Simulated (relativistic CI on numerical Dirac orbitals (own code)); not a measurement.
**Crystal-field levels of Au³⁺, 5d8**

Calculated by Dirac-Coulomb-Breit CI, separate exchange-only KLI orbitals for each configuration, model QED, valence Slater integrals scaled by 0.75, one configuration in a parametric crystal field (own radial code).

Field parameters in Wybourne normalisation: Oh B⁴₀ = 21Dq, B⁴₄ = √(5/14) B⁴₀. The field is a parameter set, without covalency.

S is read from ⟨S²⟩ = S(S + 1).

Levels (cm⁻¹, degeneracy): 0 (3), 10630 (2), 20637 (1), 35481 (2), 35876 (3), 38639 (3), 42086 (1), 46643 (3), 48220 (3), 49128 (2), 49138 (1), 51618 (3).

Which field gives this pattern?
A. Oh, 10Dq = 32500 cm⁻¹
B. Oh, 10Dq = 37650 cm⁻¹
C. Oh, 10Dq = 18150 cm⁻¹

B. Oh, 10Dq = 37650 cm⁻¹, ground level with S = 0.99.
